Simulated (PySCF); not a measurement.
GaO, doublet, at a GFN2-xTB geometry (such geometries of metal compounds can be far from the true shape); DF-B3LYP/6-31G** in PySCF.

PySCF was given this input:
```python
from pyscf import gto, scf, dft

mol = gto.Mole()
mol.atom = '''
    Ga   -0.000000   -0.000000   -0.337701
    O     0.000000    0.000000    1.308590
'''
mol.basis = '6-31g**'
mol.charge = 0
mol.spin = 1
mol.verbose = 4
mol.build()

mf = dft.UKS(mol)
mf.xc = 'b3lyp'
mf = mf.density_fit(auxbasis='def2-universal-jkfit')
mf.kernel()
mf.analyze()
```

The log (banner, timings and long lists left out):

```
PySCF version 2.14.0

[INPUT] verbose = 4
[INPUT] num. atoms = 2
[INPUT] num. electrons = 39
[INPUT] charge = 0
[INPUT] spin (= nelec alpha-beta = 2S) = 1
[INPUT] symmetry False subgroup None
[INPUT] Mole.unit = angstrom
[INPUT] Symbol           X                Y                Z      unit          X                Y                Z       unit  Magmom
[INPUT]  1 Ga     0.000000000000   0.000000000000  -0.337701000000 AA    0.000000000000   0.000000000000  -0.638162401992 Bohr   0.0
[INPUT]  2 O      0.000000000000   0.000000000000   1.308590000000 AA    0.000000000000   0.000000000000   2.472876709345 Bohr   0.0

nuclear repulsion = 79.7161305675364
number of shells = 18
number of NR pGTOs = 122
number of NR cGTOs = 46
basis = 6-31g**
ecp = {}

******** <class 'pyscf.df.df_jk.DFUKS'> ********
method = DFUKS
initial guess = minao
damping factor = 0
level_shift factor = 0
DIIS = <class 'pyscf.scf.diis.CDIIS'>
diis_start_cycle = 1
diis_space = 8
diis_damp = 0
SCF conv_tol = 1e-09
SCF conv_tol_grad = None
SCF max_cycles = 50
direct_scf = False
number electrons alpha = 20  beta = 19
XC library pyscf.dft.libxc version 7.1.2
    S. Lehtola, C. Steigemann, M. J. T. Oliveira, and M. A. L. Marques,  SoftwareX 7, 1–5 (2018)
XC functionals = b3lyp
    P. J. Stephens, F. J. Devlin, C. F. Chabalowski, and M. J. Frisch,  J. Phys. Chem. 98, 11623 (1994)
radial grids:
    Treutler-Ahlrichs [JCP 102, 346 (1995); DOI:10.1063/1.469408] (M4) radial grids

becke partition: Becke, JCP 88, 2547 (1988); DOI:10.1063/1.454033
pruning grids: <function nwchem_prune>
grids dens level: 3
symmetrized grids: False
atomic radii adjust function: <function treutler_atomic_radii_adjust>
small_rho_cutoff = 0
Set gradient conv threshold to 3.16228e-05
tot grids = 34992
******** <class 'pyscf.df.df.DF'> ********
auxbasis = def2-universal-jkfit
init E= -1999.34672120758

cycle= 1 E= -1999.41768608958  delta_E= -0.071  |g|= 0.876  |ddm|= 1.33
cycle= 2 E= -1993.4199043406  delta_E=    6  |g|= 2.54  |ddm|= 3.39
cycle= 3 E= -1999.71331519271  delta_E= -6.29  |g|= 0.349  |ddm|= 3.15
cycle= 4 E= -1999.73333997305  delta_E= -0.02  |g|= 0.401  |ddm|= 0.628
cycle= 5 E= -1999.7809277801  delta_E= -0.0476  |g|= 0.141  |ddm|= 0.139
cycle= 6 E= -1999.7865601231  delta_E= -0.00563  |g|= 0.101  |ddm|= 0.0565
cycle= 7 E= -1999.79182193468  delta_E= -0.00526  |g|= 0.00212  |ddm|= 0.0958
cycle= 8 E= -1999.79182840034  delta_E= -6.47e-06  |g|= 0.00162  |ddm|= 0.00661
cycle= 9 E= -1999.79183037183  delta_E= -1.97e-06  |g|= 0.000435  |ddm|= 0.00243
cycle= 10 E= -1999.79183074312  delta_E= -3.71e-07  |g|= 8.8e-05  |ddm|= 0.0013
cycle= 11 E= -1999.79183077217  delta_E= -2.91e-08  |g|= 3.63e-05  |ddm|= 0.000465
cycle= 12 E= -1999.79183077407  delta_E= -1.9e-09  |g|= 4.83e-06  |ddm|= 0.00013
cycle= 13 E= -1999.79183077409  delta_E= -2.55e-11  |g|= 1.75e-06  |ddm|= 1.54e-05
Extra cycle  E= -1999.79183077408  delta_E= 1.32e-11  |g|= 5.89e-06  |ddm|= 6.24e-06
converged SCF energy = -1999.79183077408  <S^2> = 0.75793156  2S+1 = 2.0079159
**** SCF Summaries ****
Total Energy =                       -1999.791830774078335
Nuclear Repulsion Energy =              79.716130567536382
One-electron Energy =                -2945.168900148748435
Two-electron Energy =                  865.660938807133562
Two-electron Coulomb Energy =          949.282488585950091
DFT Exchange-Correlation Energy =      -83.621549778816586
**** MO energy ****
                             alpha | beta                alpha | beta
MO #1   energy= -372.580763002525  | -372.580106196259  occ= 1 | 1
MO #2   energy= -45.9745648174744  | -45.9738895491854  occ= 1 | 1
MO #3   energy= -40.7295072402808  | -40.729244320259   occ= 1 | 1
MO #4   energy= -40.7295072402808  | -40.729244320259   occ= 1 | 1
MO #5   energy= -40.7281622736812  | -40.7263317760599  occ= 1 | 1
MO #6   energy= -19.1466695230155  | -19.132261416716   occ= 1 | 1
MO #7   energy= -5.54540047553296  | -5.54373440032966  occ= 1 | 1
MO #8   energy= -3.82697565021937  | -3.825916421257    occ= 1 | 1
MO #9   energy= -3.82697565021936  | -3.82591642125698  occ= 1 | 1
MO #10  energy= -3.82533047854095  | -3.82236831164704  occ= 1 | 1
MO #11  energy= -0.961606713845628 | -0.931065168816136 occ= 1 | 1
MO #12  energy= -0.858675011958263 | -0.857512099610533 occ= 1 | 1
MO #13  energy= -0.858674710889105 | -0.857511797452154 occ= 1 | 1
MO #14  energy= -0.858629013982089 | -0.856664030773627 occ= 1 | 1
MO #15  energy= -0.858629013982086 | -0.856664030773617 occ= 1 | 1
MO #16  energy= -0.821288392198182 | -0.803445053382812 occ= 1 | 1
MO #17  energy= -0.418890520859858 | -0.359425451055432 occ= 1 | 1
MO #18  energy= -0.302107466930823 | -0.287179699107033 occ= 1 | 1
MO #19  energy= -0.302107466930818 | -0.287179699107032 occ= 1 | 1
MO #20  energy= -0.287187809926882 | -0.174267163075558 occ= 1 | 0
MO #21  energy= -0.0496760861274132 | -0.0379718774620147 occ= 0 | 0
MO #22  energy= -0.0496760861274069 | -0.0379718774620086 occ= 0 | 0
MO #23  energy= 0.0338503678712732 | 0.0427039624744938 occ= 0 | 0
MO #24  energy= 0.0770742044564527 | 0.0860153717568544 occ= 0 | 0
MO #25  energy= 0.137657610635373  | 0.141149093606645  occ= 0 | 0
MO #26  energy= 0.137657610635382  | 0.141149093606654  occ= 0 | 0
MO #27  energy= 0.247639518055907  | 0.276954108727933  occ= 0 | 0
MO #28  energy= 0.402506451439651  | 0.408055917380016  occ= 0 | 0

To work with the spin densities directly, `use mulliken_meta_spin()` only printing them here.

 ** Mulliken spin pop alpha/beta on meta-lowdin orthogonal AOs **
 ** Mulliken Spin Density (per AO)  **
spin_pop of  0 Ga 1s        0.00000
spin_pop of  0 Ga 2s        0.00004
spin_pop of  0 Ga 3s        0.00149
spin_pop of  0 Ga 4s        0.24388
spin_pop of  0 Ga 5s        0.00365
spin_pop of  0 Ga 2px      -0.00000
spin_pop of  0 Ga 2py      -0.00000
spin_pop of  0 Ga 2pz       0.00000
spin_pop of  0 Ga 3px      -0.00000
spin_pop of  0 Ga 3py      -0.00000
spin_pop of  0 Ga 3pz       0.00004
spin_pop of  0 Ga 4px      -0.01605
spin_pop of  0 Ga 4py      -0.01605
spin_pop of  0 Ga 4pz       0.20354
spin_pop of  0 Ga 5px       0.00009
spin_pop of  0 Ga 5py       0.00009
spin_pop of  0 Ga 5pz       0.00754
spin_pop of  0 Ga 3dxy     -0.00003
spin_pop of  0 Ga 3dyz     -0.00027
spin_pop of  0 Ga 3dz^2     0.00366
spin_pop of  0 Ga 3dxz     -0.00027
spin_pop of  0 Ga 3dx2-y2   -0.00003
spin_pop of  0 Ga 4dxy      0.00002
spin_pop of  0 Ga 4dyz     -0.00045
spin_pop of  0 Ga 4dz^2    -0.00015
spin_pop of  0 Ga 4dxz     -0.00045
spin_pop of  0 Ga 4dx2-y2    0.00002
spin_pop of  0 Ga 5dxy      0.00001
spin_pop of  0 Ga 5dyz     -0.00029
spin_pop of  0 Ga 5dz^2    -0.00002
spin_pop of  0 Ga 5dxz     -0.00029
spin_pop of  0 Ga 5dx2-y2    0.00001
spin_pop of  1 O 1s       -0.00000
spin_pop of  1 O 2s        0.00111
spin_pop of  1 O 3s       -0.00082
spin_pop of  1 O 2px       0.01722
spin_pop of  1 O 2py       0.01722
spin_pop of  1 O 2pz       0.53372
spin_pop of  1 O 3px      -0.00016
spin_pop of  1 O 3py      -0.00016
spin_pop of  1 O 3pz       0.00078
spin_pop of  1 O 3dxy      0.00000
spin_pop of  1 O 3dyz     -0.00007
spin_pop of  1 O 3dz^2     0.00154
spin_pop of  1 O 3dxz     -0.00007
spin_pop of  1 O 3dx2-y2    0.00000
 ** Mulliken Spin Density (per atom)  **
spin density of  0 Ga =      0.42970
spin density of  1 O =      0.57030
 ** Mulliken pop alpha/beta on meta-lowdin orthogonal AOs **
 ** Mulliken pop       alpha | beta **
In total            20.00000 | 19.00000
 ** Mulliken atomic charges   ( Nelec_alpha | Nelec_beta ) **
charge of  0Ga =      0.46427  (    15.48272     15.05301 )
charge of  1O =     -0.46427  (     4.51728      3.94699 )
Dipole moment(X, Y, Z, Debye): -0.00000, -0.00000, -3.13021
```
